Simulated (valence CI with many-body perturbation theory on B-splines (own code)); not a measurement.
**Forbidden lines of Pt LXXII**

Level of theory: valence CI with perturbative core correlation (CI+MBPT): five valence electrons over a frozen Dirac-Fock core [He], a basis of 11 s, 11 p, 10 d, 8 f, 5 g, 2 h functions for each j, with the one-electron correlation potential Σ1 (screened to all orders), the two-electron term Σ2, the three-electron term Σ3, Breit, model QED; selected single and double excitations, second order for the rest, scaled by the run's own slope (own B-spline code, finite nucleus).

No measured spectrum was set against this ion. As an estimate, large intervals hold to a few tenths of a per cent, small ones and those within an open d or f shell to about a per cent. Among the levels kept, up to 7600 cm⁻¹ of a level comes from second order outside the variational space, and about a tenth of that is noise between levels of different J, which matters for small intervals.

Lines 1 to 50 of 115 in falling wavelength, among levels below 14924 eV, chosen from the decays that carry over 1 % of a level's rate. Wavelengths and rates use the calculated energies. Electric multipoles are in the length gauge, E1 and E2 with the static RPA response of the core. Weak lines are less certain than strong ones. Lines between different terms over intervals too small for the method are left out, as are lines whose strength nearly cancels.

Levels are named by their leading jj configuration (3d3/2^4 stands for four electrons in 3d with j = 3/2), which in mixed levels can hold well under half, so a name can repeat and another be missing. Letters in brackets count levels of one name in rising energy.

| λ vac (Å) | Upper | Lower | Type | A (s⁻¹) | Branch % |
| --- | --- | --- | --- | --- | --- |
| 6.977 | (2s^2 2p1/2 2p3/2^2) J=3/2 | (2s^2 2p1/2^2 2p3/2) J=3/2 | M1 | 5.15e+10 | 99.8 |
| 6.960 | (2s^2 2p3/2^3) J=3/2 | (2s^2 2p1/2 2p3/2^2) J=1/2 | M1 | 1.28e+10 | 7.3 |
| 6.911 | (2s^2 2p1/2 2p3/2 3p1/2) J=1/2 | (2s^2 2p1/2^2 3p1/2) J=1/2 | M1 | 3.51e+10 | 1.4 |
| 6.900 | (2s^2 2p3/2^2 3d5/2) J=9/2 | (2s^2 2p1/2 2p3/2 3d5/2) J=7/2 [b] | M1 | 1.25e+10 | 2.3 |
| 6.887 | (2s^2 2p1/2 2p3/2^2) J=5/2 | (2s^2 2p1/2^2 2p3/2) J=3/2 | M1 | 8.53e+09 | 95.5 |
| 6.887 | (2s^2 2p1/2 2p3/2^2) J=5/2 | (2s^2 2p1/2^2 2p3/2) J=3/2 | E2 | 3.97e+08 | 4.5 |
| 6.797 | (2s^2 2p3/2^2 3d5/2) J=9/2 | (2s^2 2p1/2 2p3/2 3d5/2) J=9/2 | M1 | 2.18e+10 | 3.9 |
| 6.741 | (2s^2 2p3/2^3) J=3/2 | (2s^2 2p1/2 2p3/2^2) J=5/2 | M1 | 1.40e+10 | 8.0 |
| 6.722 | (2s^2 2p3/2^2 3d5/2) J=9/2 | (2s^2 2p1/2 2p3/2 3d5/2) J=7/2 [a] | M1 | 1.88e+10 | 3.4 |
| 6.673 | (2s^2 2p1/2 2p3/2^2) J=1/2 | (2s^2 2p1/2^2 2p3/2) J=3/2 | M1 | 2.80e+10 | 98.8 |
| 6.673 | (2s^2 2p1/2 2p3/2^2) J=1/2 | (2s^2 2p1/2^2 2p3/2) J=3/2 | E2 | 3.34e+08 | 1.2 |
| 6.657 | (2s^2 2p3/2^3) J=3/2 | (2s^2 2p1/2 2p3/2^2) J=3/2 | M1 | 5.57e+10 | 31.6 |
| 1.260 | (2s^2 2p1/2 2p3/2 3p1/2) J=1/2 | (2s^2 2p1/2 2p3/2^2) J=1/2 | M1 | 3.11e+10 | 1.2 |
| 1.259 | (2s^2 2p1/2 2p3/2 3p1/2) J=3/2 [a] | (2s^2 2p1/2 2p3/2^2) J=1/2 | E2 | 3.75e+11 | 12.5 |
| 1.257 | (2s^2 2p1/2 2p3/2 3p1/2) J=5/2 | (2s^2 2p1/2 2p3/2^2) J=1/2 | E2 | 7.35e+11 | 19.1 |
| 1.253 | (2s^2 2p1/2 2p3/2 3p1/2) J=1/2 | (2s^2 2p1/2 2p3/2^2) J=5/2 | E2 | 7.84e+11 | 30.9 |
| 1.252 | (2s^2 2p1/2 2p3/2 3p1/2) J=3/2 [a] | (2s^2 2p1/2 2p3/2^2) J=5/2 | M1 | 5.69e+10 | 1.9 |
| 1.252 | (2s^2 2p1/2 2p3/2 3p1/2) J=3/2 [a] | (2s^2 2p1/2 2p3/2^2) J=5/2 | E2 | 3.20e+10 | 1.1 |
| 1.252 | (2s^2 2p1/2^2 3p1/2) J=1/2 | (2s^2 2p1/2^2 2p3/2) J=3/2 | E2 | 3.81e+12 | 94.5 |
| 1.252 | (2s^2 2p1/2^2 3p1/2) J=1/2 | (2s^2 2p1/2^2 2p3/2) J=3/2 | M1 | 9.47e+10 | 2.3 |
| 1.251 | (2s^2 2p1/2 2p3/2 3p1/2) J=3/2 [b] | (2s^2 2p1/2 2p3/2^2) J=1/2 | E2 | 3.55e+11 | 5.9 |
| 1.250 | (2s^2 2p1/2 2p3/2 3p1/2) J=5/2 | (2s^2 2p1/2 2p3/2^2) J=5/2 | E2 | 2.16e+12 | 55.9 |
| 1.250 | (2s^2 2p1/2 2p3/2 3p1/2) J=5/2 | (2s^2 2p1/2 2p3/2^2) J=5/2 | M1 | 4.53e+10 | 1.2 |
| 1.250 | (2s^2 2p1/2 2p3/2 3p1/2) J=1/2 | (2s^2 2p1/2 2p3/2^2) J=3/2 | E2 | 1.18e+12 | 46.4 |
| 1.250 | (2s^2 2p1/2 2p3/2 3p1/2) J=1/2 | (2s^2 2p1/2 2p3/2^2) J=3/2 | M1 | 8.10e+10 | 3.2 |
| 1.249 | (2s^2 2p3/2^2 3p1/2) J=3/2 | (2s^2 2p3/2^3) J=3/2 | E2 | 7.71e+11 | 12.4 |
| 1.249 | (2s^2 2p3/2^2 3p1/2) J=3/2 | (2s^2 2p3/2^3) J=3/2 | M1 | 9.49e+10 | 1.5 |
| 1.249 | (2s^2 2p1/2 2p3/2 3p1/2) J=3/2 [a] | (2s^2 2p1/2 2p3/2^2) J=3/2 | E2 | 2.30e+12 | 76.8 |
| 1.249 | (2s^2 2p3/2^2 3p1/2) J=5/2 | (2s^2 2p3/2^3) J=3/2 | E2 | 2.65e+12 | 48.6 |
| 1.247 | (2s^2 2p1/2 2p3/2 3p1/2) J=5/2 | (2s^2 2p1/2 2p3/2^2) J=3/2 | E2 | 5.38e+11 | 14.0 |
| 1.244 | (2s^2 2p1/2 2p3/2 3p1/2) J=3/2 [b] | (2s^2 2p1/2 2p3/2^2) J=5/2 | E2 | 2.12e+12 | 35.4 |
| 1.241 | (2s^2 2p1/2 2p3/2 3p1/2) J=3/2 [b] | (2s^2 2p1/2 2p3/2^2) J=3/2 | E2 | 1.69e+11 | 2.8 |
| 1.240 | (2s^2 2p3/2^2 3p1/2) J=1/2 | (2s^2 2p3/2^3) J=3/2 | E2 | 2.01e+12 | 37.6 |
| 1.203 | (2s^2 2p3/2^2 3d5/2) J=9/2 | (2s 2p1/2 2p3/2^3) J=5/2 | E2 | 2.22e+10 | 4.0 |
| 1.195 | (2s 2p1/2 2p3/2^2 3p3/2) J=7/2 [a] | (2s 2p1/2 2p3/2^3) J=3/2 [a] | E2 | 5.61e+11 | 1.4 |
| 1.195 | (2s 2p1/2 2p3/2^2 3p3/2) J=9/2 | (2s 2p1/2 2p3/2^3) J=5/2 | E2 | 6.79e+11 | 7.2 |
| 1.194 | (2s^2 2p1/2 2p3/2 3p3/2) J=3/2 [a] | (2s^2 2p1/2 2p3/2^2) J=1/2 | E2 | 7.06e+10 | 1.1 |
| 1.191 | (2s^2 2p1/2 2p3/2 3p3/2) J=3/2 [b] | (2s^2 2p1/2 2p3/2^2) J=1/2 | E2 | 7.01e+11 | 14.0 |
| 1.191 | (2s 2p1/2^2 2p3/2 3p3/2) J=7/2 | (2s 2p1/2^2 2p3/2^2) J=5/2 | E2 | 1.28e+12 | 6.1 |
| 1.190 | (2s^2 2p1/2 2p3/2 3p3/2) J=5/2 [b] | (2s^2 2p1/2 2p3/2^2) J=1/2 | E2 | 7.61e+11 | 12.8 |
| 1.190 | (2s 2p1/2^2 2p3/2 3p3/2) J=1/2 [b] | (2s 2p1/2^2 2p3/2^2) J=3/2 | E2 | 2.30e+12 | 5.3 |
| 1.189 | (2s^2 2p1/2 2p3/2 3p3/2) J=5/2 [a] | (2s^2 2p1/2 2p3/2^2) J=5/2 | E2 | 3.00e+11 | 5.3 |
| 1.188 | (2s^2 2p3/2^2 3p3/2) J=7/2 | (2s^2 2p3/2^3) J=3/2 | E2 | 7.41e+11 | 6.9 |
| 1.188 | (2s^2 2p3/2^2 3p3/2) J=5/2 | (2s^2 2p3/2^3) J=3/2 | E2 | 7.98e+11 | 6.3 |
| 1.188 | (2s^2 2p1/2 2p3/2 3p3/2) J=1/2 [a] | (2s^2 2p1/2 2p3/2^2) J=5/2 | E2 | 3.12e+11 | 3.8 |
| 1.188 | (2s^2 2p3/2^2 3p3/2) J=1/2 | (2s^2 2p3/2^3) J=3/2 | E2 | 6.97e+11 | 4.5 |
| 1.188 | (2s^2 2p1/2 2p3/2 3p3/2) J=3/2 [a] | (2s^2 2p1/2 2p3/2^2) J=5/2 | E2 | 9.41e+11 | 14.8 |
| 1.187 | (2s^2 2p1/2^2 3p3/2) J=3/2 | (2s^2 2p1/2^2 2p3/2) J=3/2 | E2 | 1.91e+12 | 40.1 |
| 1.187 | (2s^2 2p1/2 2p3/2 3p3/2) J=7/2 | (2s^2 2p1/2 2p3/2^2) J=5/2 | E2 | 1.35e+12 | 22.8 |
| 1.186 | (2s^2 2p1/2 2p3/2 3p3/2) J=5/2 [a] | (2s^2 2p1/2 2p3/2^2) J=3/2 | E2 | 1.18e+12 | 20.8 |
